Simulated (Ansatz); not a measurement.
`[SiH3]P[NH][GaH2]` + `C=N` → `C=NP[SiH3]` + `[NH2][GaH2]`  (ligand exchange at a P–N bond)

Gas-phase electronic energies from Ansatz, PBE0-D4/def2-TZVP geometries. CCSD(T)/CBS adds triple-zeta CCSD(T) − MP2 to the extrapolated MP2 energy (def2 sets, frozen cores). This one scheme is used for every species. DFT in def2-TZVPP. B3LYP here is the variant with VWN-RPA as its local correlation; programs differ in this. For Ga outer-core shells are correlated without core-valence functions, which leaves a few kJ/mol of doubt a bond. Scalar relativity is left out up to krypton. One conformer a species, not always the lowest.

`[SiH3]P[NH][GaH2]`:

Cartesian coordinates in Å:
```
Si -1.022 0.888 1.344
P -1.332 -0.796 -0.131
N -0.115 -0.433 -1.289
Ga 1.717 -0.470 -1.155
H 0.430 1.137 1.578
H -1.615 2.126 0.771
H -1.690 0.583 2.639
H -0.649 -1.755 0.670
H -0.515 -0.273 -2.202
H 2.289 -0.852 0.243
H 2.503 -0.156 -2.467
```

`C=N`:

Z-matrix (Å, degrees):
```
C
N 1 1.261
H 1 1.096 2 124.9
H 1 1.092 2 118.8 3 -180.0
H 2 1.021 1 111.0 3 -0.0
```

`C=NP[SiH3]`:

Z-matrix (Å, degrees):
```
Si
P 1 2.265
H 1 1.487 2 107.3
H 1 1.487 2 109.9 3 118.2
H 1 1.488 2 112.0 3 -121.1
N 2 1.717 1 104.5 3 161.4
H 2 1.417 1 94.3 3 62.9
C 6 1.261 2 123.9 1 48.8
H 8 1.099 6 124.8 2 -6.0
H 8 1.092 6 118.9 2 174.0
```

`[NH2][GaH2]`:

Z-matrix (Å, degrees):
```
N
Ga 1 1.813
H 1 1.006 2 124.1
H 1 1.006 2 124.0 3 -180.0
H 2 1.561 1 116.7 3 -180.0
H 2 1.561 1 116.7 3 0.0
```

```csv
level,ΔE (kJ/mol),difference from CCSD(T)/CBS
B3LYP-D4,-0.3,-2.7
CAM-B3LYP-D4,0.0,-2.4
B2PLYP,-2.6,-5.0
PBE,-9.4,-11.8
B3LYP,-5.6,-8.0
r2SCANh,-6.4,-8.8
MP2/def2-SVP,4.8,2.4
HF/def2-TZVPP,6.4,4.0
SCS-MP2/def2-TZVPP,3.0,0.6
CCSD/CBS(def2),3.8,1.4
CCSD(T)/CBS,2.4,0
```

Largest T1 diagnostic among the species: 0.015.

From PBE to PBE0 (25 % exact exchange), in def2-TZVPP and without D4, ΔE moves by +5.1 kJ/mol. Leaving LDA and LC-ωPBE aside and taking each functional with its dispersion term where it has one, the values, not all of them listed here, spread over 13.3 kJ/mol, from r2SCAN-D4 to BHLYP-D4. LDA lies −3.2 kJ/mol from PBE without D4.

CCSD(T)/CBS has its own doubt, a few kJ/mol and more with outer-core shells, so smaller differences from it don't rank the levels.
